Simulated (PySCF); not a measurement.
## H₂TaO + 2 Cl₂ → TaOCl₂ + 2 HCl

Level: PBE0 in the def2-TZVP basis family, computed in PySCF with density fitting; scalar-relativistic core potentials for atoms from Rb on, none lighter, no spin–orbit coupling; open shells unrestricted.

```json
{"species": "H₂TaO", "state and structure": "doublet, Cs, Ta–H 1.785 Å (×2), Ta–O 1.694 Å; H–Ta–H 118.4°, H–Ta–O 104.7° (×2)", "E (Eh)": "-133.35792", "ZPE (kJ/mol)": "39.2", "H(298 K) − H(0) (kJ/mol)": "11.3", "S° (J/(mol K))": "274.6"}
{"species": "Cl₂", "state and structure": "singlet, D∞h, Cl–Cl 1.982 Å", "E (Eh)": "-920.08940", "ZPE (kJ/mol)": "3.5", "H(298 K) − H(0) (kJ/mol)": "9.1", "S° (J/(mol K))": "222.5"}
{"species": "TaOCl₂", "state and structure": "doublet, C2v, Ta–Cl 2.296 Å (×2), Ta–O 1.703 Å; Cl–Ta–Cl 132.2°, Cl–Ta–O 113.9° (×2)", "E (Eh)": "-1052.48586", "ZPE (kJ/mol)": "13.2", "H(298 K) − H(0) (kJ/mol)": "17.1", "S° (J/(mol K))": "346.4"}
{"species": "HCl", "state and structure": "singlet, C∞v, H–Cl 1.279 Å", "E (Eh)": "-460.66440", "ZPE (kJ/mol)": "17.9", "H(298 K) − H(0) (kJ/mol)": "8.7", "S° (J/(mol K))": "186.6"}
```

(1) What is the electronic reaction energy?

(2) Add zero-point, thermal and entropy terms for 298.15 K and 1 bar.

## Answers

(1) At PBE0/def2-TZVP, ΔE = -729.7 kJ/mol from the differences of the total energies times 2625.5, downhill. 

(2) ΔZPE = 2.8 and Δ[H(298) − H(0)] = 5.0 kJ/mol give ΔH° = -721.9 kJ/mol. ΔS° = 0.0 J/(mol K), so ΔG° = -721.9 − 298.15 × (0.0000) = -722 kJ/mol.

Spin–orbit coupling can matter for H₂TaO, TaOCl₂ and is left out. Open d or f shells are single determinants, so the state found may not be the ground state. The structures come from searches over a few start shapes, so lower isomers are not excluded.
